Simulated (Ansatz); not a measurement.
Program: Ansatz. Geometries: PBE0-D4/def2-TZVP. ΔE: electronic, gas phase. CBS: MP2 limit from def2 TZ/QZ plus the TZ coupled-cluster correction, frozen cores. This one scheme is used for every species. Functionals use def2-TZVPP. def2 core potentials past Kr. For I outer-core shells are correlated without core-valence functions, which leaves a few kJ/mol of doubt a bond. One conformer a species, not always the lowest.

Consider the formal hydrolysis of a B–C bond: `C=C(I)BC` + H₂O → `CBO` + `C=CI`.

```json
{"level": "B2PLYP", "ΔE (kJ/mol)": "-118.3"}
{"level": "CCSD(T)/def2-TZVPP", "ΔE (kJ/mol)": "-111.0"}
```

Question: What does CCSD(T)/CBS give? (An estimate is asked.)

Answer: Computed: -105.2 kJ/mol. The listed levels differ from it by -13.1, -5.8 kJ/mol.

Largest T1 diagnostic among the species: 0.012.

The D4 term adds +11.3 kJ/mol with B3LYP and +6.3 kJ/mol with PBE0; it sums over pairs of atoms, weighted by their polarisabilities, and B3LYP, whose exchange is more repulsive, gets the larger term. In def2-TZVPP, CCSD(T) changes the Hartree–Fock value by +16.7 kJ/mol (the triples alone add +3.3 kJ/mol) and MP2 by +21.6 kJ/mol.

B3LYP here is the variant with VWN-RPA as its local correlation; programs differ in this.
